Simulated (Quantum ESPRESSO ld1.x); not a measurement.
Input file for ld1.x (Quantum ESPRESSO 7.5):

```
 &input
    atom='Mo',
    iswitch=1,
    rel=1,
    lsd=1,
    dft='SLA-VWN',
    config='[Kr] 4d2.5 4d0',
    verbosity='high',
    prefix='ld1',
    max_out_wfc=37,
    file_charge='ld1.rho',
 /
```

Command: `OMP_NUM_THREADS=1 ld1.x < ld1.in > ld1.out`

It prints (banner and zero overlaps left out):

```
     Program LD1 v.7.5 starts

     --------------------------- All-electron run ----------------------------

     scalar relativistic calculation

     atomic number is 42.00
     dft =SLA-VWN   lsd =1 sic =0 latt =0  beta=0.20 tr2=1.0E-14
     Exchange-correlation= SLA-VWN
                           (   1   2   0   0   0   0   0)
     mesh =2043 r(mesh) =  99.31835 a.u. xmin = -8.00 dx = 0.00800
     1 Ry =  13.60569312 eV, c = 137.03599908

     n l     nl                  e(Ry)          e(Ha)          e(eV)
     1 0     1S 1( 1.00)   -1457.897415823    -728.948707911 -19835.7048445
     2 0     2S 1( 1.00)    -208.550430653    -104.275215327  -2837.4731601
     2 1     2P 1( 3.00)    -186.894199721     -93.447099860  -2542.8251279
     3 0     3S 1( 1.00)     -37.930758521     -18.965379261   -516.0742604
     3 1     3P 1( 3.00)     -30.836638248     -15.418319124   -419.5538369
     4 0     4S 1( 1.00)      -7.678252459      -3.839126230   -104.4679467
     4 1     4P 1( 3.00)      -5.741419367      -2.870709683    -78.1159900
     3 2     3D 1( 5.00)     -19.260981308      -9.630490654   -262.0590009
     4 2     4D 1( 2.50)      -2.976395538      -1.488197769    -40.4959243
     4 2     4D 2( 0.00)      -2.831449720      -1.415724860    -38.5238360
     1 0     1S 2( 1.00)   -1457.897507103    -728.948753552 -19835.7060864
     2 0     2S 2( 1.00)    -208.524954332    -104.262477166  -2837.1265371
     2 1     2P 2( 3.00)    -186.874413796     -93.437206898  -2542.5559267
     3 0     3S 2( 1.00)     -37.912451518     -18.956225759   -515.8251809
     3 1     3P 2( 3.00)     -30.816659221     -15.408329611   -419.2820084
     4 0     4S 2( 1.00)      -7.548794585      -3.774397293   -102.7065826
     4 1     4P 2( 3.00)      -5.603177017      -2.801588509    -76.2351070
     3 2     3D 2( 5.00)     -19.234003955      -9.617001978   -261.6919553

     final scf error:  9.1E-15 reached in  24 iterations

     Etot =   -8083.962329 Ry,   -4041.981165 Ha, -109987.910666 eV
     Total magnetization:    2.50 Bohr mag.

     Ekin =    8333.160416 Ry,    4166.580208 Ha,  113378.423359 eV
     Encl =  -19377.728081 Ry,   -9688.864040 Ha, -263647.421686 eV
     Eh   =    3196.715553 Ry,    1598.357777 Ha,   43493.530817 eV
     Exc  =    -236.110217 Ry,    -118.055108 Ha,   -3212.443155 eV
```

Run on one thread of a shared host, so times are rough (Intel(R) Xeon(R) Processor @ 2.60GHz): 0.55 s of CPU time, 1.5 s wall, 24 iterations on 2043 mesh points.
